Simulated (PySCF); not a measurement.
Compound: C8H10.
InChI=1S/C8H10/c1-2-4-5-3-6-7(4)8(5)6/h2,4-8H,1,3H2/t4-,5+,6-,7+,8-/m1/s1

Level: CAM-B3LYP/def2-SVPD in PySCF, non-relativistic, on one gas-phase PBE0-D3(BJ)/def2-SVP geometry that isn't relaxed in the solvent. The solvent is an IEF-PCM continuum (Bondi radii, 1.10 Å for H, scaled by 1.2), and excitations are vertical TDDFT with non-equilibrium linear response and a frozen core. The model holds no explicit solvent molecules, cavitation or dispersion.

Gas-phase singlets (H = HOMO, L = LUMO):

```
state  E (eV)  λ (nm)      f  leading configuration
   S1   6.952     178  0.001              H-1→L 86%
   S2   7.140     174  0.493                H→L 92%
   S3   7.271     171  0.088              H→L+1 55%
   S4   7.300     170  0.004            H-1→L+1 72%
   S5   7.496     165  0.011              H-2→L 73%
```

Q: Give the list for acetonitrile (ε = 35.69), n² = 1.81.

A: 
| state | E (eV) | λ (nm) | f | leading configuration | change by rank (eV) |
| --- | --- | --- | --- | --- | --- |
| S1 | 6.862 | 181 | 0.002 | H→L 84% | -0.090 |
| S2 | 6.986 | 177 | 0.618 | H-1→L 92% | -0.154 |
| S3 | 7.304 | 170 | 0.081 | H-1→L+1 66% | +0.033 |
| S4 | 7.353 | 169 | 0.005 | H→L+1 56% | +0.053 |
| S5 | 7.399 | 168 | 0.012 | H-2→L 65% | -0.097 |

Q: Give the list for water (ε = 78.36), n² = 1.78.

A: 
```tsv
state	E (eV)	λ (nm)	f	leading configuration	change by rank (eV)
S1	6.860	181	0.002	H→L 84%	-0.092
S2	6.990	177	0.615	H-1→L 92%	-0.150
S3	7.307	170	0.080	H-1→L+1 66%	+0.036
S4	7.354	169	0.006	H→L+1 55%	+0.054
S5	7.397	168	0.012	H-2→L 63%	-0.099
```

Q: The ground-state energy changes by -0.087 eV from gas to water. By how much does the total energy of gas-phase S5 change?

A: E(S5) = E(S0) + excitation energy, so it changes by -0.087 − 0.099 = -0.186 eV: it is lowered more than the ground state, which is what a red shift means. This is the vertical state, with the slow part of the continuum still set for S0.

Q: How do the frontier levels move from gas to water?

A: 
```json
{"orbital": "LUMO+2", "gas (eV)": "1.84", "solvent (eV)": "1.96", "change (eV)": "+0.12"}
{"orbital": "LUMO+1", "gas (eV)": "1.54", "solvent (eV)": "1.63", "change (eV)": "+0.09"}
{"orbital": "LUMO", "gas (eV)": "1.24", "solvent (eV)": "1.22", "change (eV)": "-0.02"}
{"orbital": "HOMO", "gas (eV)": "-8.61", "solvent (eV)": "-8.59", "change (eV)": "+0.02"}
{"orbital": "HOMO-1", "gas (eV)": "-8.67", "solvent (eV)": "-8.64", "change (eV)": "+0.03"}
{"orbital": "HOMO-2", "gas (eV)": "-9.22", "solvent (eV)": "-9.14", "change (eV)": "+0.08"}
{"orbital": "HOMO-3", "gas (eV)": "-10.09", "solvent (eV)": "-10.00", "change (eV)": "+0.09"}
```

The HOMO–LUMO gap goes from 9.85 to 9.81 eV. Rows go by rank; for HOMO-1, HOMO, LUMO, LUMO+1 and LUMO+2 the atom shares or the degeneracy differ between the runs, so the row needn't follow one orbital.

The run took 48 s wall on an Intel Xeon Platinum 8488C with one thread, shared host with 96 logical CPUs at a one-minute load of 27, and the process peaked at 1.2 GiB of memory. This is the whole response run at CAM-B3LYP/def2-SVPD in water, SCF included.

Shape of the structure used: `[CH2:1]=[CH:2][C@@H:3]1[C@@H:4]2[CH2:5][C@H:6]3[C@@H:7]2[C@@H:8]13`: C1–C2–C3–C4 -123°.
